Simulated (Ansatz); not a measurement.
Geometry optimisation, Ansatz, RKS r2SCAN-D4/def2-SVP.

The input (input.yaml):

```yaml
crystal:
  periodic: [false, false, false]
  atoms:
    - { symbol: B, position_ang: [0.0, 0.0, 0.0] }
    - { symbol: F, position_ang: [0.0, 0.0, 1.67] }
    - { symbol: Cl, position_ang: [1.6108, 0.0, -0.93] }
    - { symbol: Cl, position_ang: [-1.6108, 0.0, -0.93] }
    - { symbol: Cl, position_ang: [0.0903, -2.0478, 0.6811] }
    - { symbol: H, position_ang: [0.047, -1.0669, 1.6505] }
basis:
  gaussian: { orbitals: def2-SVP }
hamiltonian:
  xc: r2scan
  dispersion: d4
relax:
  f_tol: 0.15
  max_steps: 25
  restrain:
    - { distance: [0, 4], at: 1.86, k: 30.0 }
    - { distance: [5, 1], at: 0.92, k: 30.0 }
    - { distance: [0, 1], at: 2.52, k: 30.0 }
    - { distance: [5, 4], at: 2.57, k: 30.0 }
output:
  orbitals: {}
```

Command:

```bash
$ ansatz run input.yaml --threads 2 --pin off --max-ram 3072MiB --backend cpu --events-out ev --progress --plain --runs-dir out
```

Q: Where does it end, and by what steps?

A: The run converged. The restraints hold the end off the free minimum. After 7 steps the energy has fallen by 2.185 eV (the restraints' own energy left out); B1 moved furthest, 0.74 Å. Parted: B1–F2, Cl5–H6.

```tsv
step	energy less start (eV)	largest force component (eV/Å)	accepted
0	0.0000	5.955	yes
1	-0.8827	3.311	yes
2	-1.3786	3.363	yes
3	-1.8754	2.276	yes
4	-2.1140	1.784	yes
5	-2.1790	0.956	yes
6	-2.1849	0.907	yes
7	-2.1847	0.932	yes
```

```xyz
6
Properties=species:S:1:pos:R:3
B 0.022 -0.583 -0.460
F 0.010 0.170 1.946
Cl 1.529 0.185 -0.865
Cl -1.514 0.127 -0.861
Cl 0.055 -2.295 0.177
H 0.034 -0.719 2.206
```

Time of the run: 22 s on 2 threads of Intel(R) Xeon(R) Platinum 8488C (Sapphire Rapids), with other jobs on the host, peak memory 0.17 GiB.
